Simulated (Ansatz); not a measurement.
`C[Si](F)[SeH]` radical at its PBE0-D4/def2-TZVP geometry, where that method's forces vanish. The species carries charge 0 and has multiplicity 2.

```xyz
8

C    -0.4110   -1.0439    0.6102
Si    0.6431    0.0646   -0.4577
F     1.8812    0.5754    0.4332
Se   -0.6578    1.8139   -1.1239
H    -1.2761   -1.4036    0.0501
H     0.1700   -1.9043    0.9484
H    -0.7589   -0.4943    1.4898
H     0.4095    2.3922   -1.9502
```

What forces (eV/Å) does ωB97M-V/def2-TZVPP give on these atoms in Ansatz? (An estimate is asked.)

The calculation gave: 
```
C1  -0.033 -0.034  0.061
Si2 -0.081 -0.078 -0.153
F3   0.090  0.062  0.106
Se4  0.070  0.051 -0.034
H5   0.059  0.024  0.042
H6  -0.053  0.062 -0.023
H7   0.023 -0.036 -0.061
H8  -0.076 -0.051  0.063
```
